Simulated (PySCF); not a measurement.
Species: C2H10NSi2 (charge 0, doublet). It need not be the lowest isomer of its formula. 
Geometry from a B3LYP-D3(BJ)/def2-TZVP (Ansatz) optimisation:
```xyz
15

Si    -0.8701    -0.2286    -0.2624
C     -1.4612     1.4198    -0.9456
C     -2.0412    -0.9016     1.0305
N      0.6625     0.0978     0.4685
Si     2.3204    -0.0765     0.0522
H     -0.7749    -1.2060    -1.3836
H     -2.4445     1.2886    -1.4040
H     -0.7796     1.8028    -1.7061
H     -1.5443     2.1604    -0.1491
H     -3.0207    -1.1024     0.5895
H     -1.6653    -1.8354     1.4523
H     -2.1670    -0.1872     1.8460
H      2.5912    -0.2923    -1.3940
H      3.0775     1.1171     0.4990
H      2.7992    -1.2673     0.8044
```
Charge 0, spin multiplicity 2.

Dispersion corrections to the total energy (kcal/mol) from the dftd3 and dftd4 libraries through PySCF: D3(BJ) without and D4 with the three-body term, each with the damping fitted for the functional named.

| functional | D3(BJ) | D4 |
|---|---|---|
| LC-wPBE | -7.76 | -8.57 |
| TPSSh | (withheld) | -9.43 |
| HSE06 | (withheld) | -6.15 |
| BLYP | -16.74 | -16.59 |
| BHLYP | -11.14 | -9.52 |
| r2SCAN | (withheld) | -2.02 |
| PBE0 | -6.98 | -6.58 |

What belongs in the gaps?


- TPSSh, D3(BJ): -9.31
- HSE06, D3(BJ): -5.64
- r2SCAN, D3(BJ): -2.36
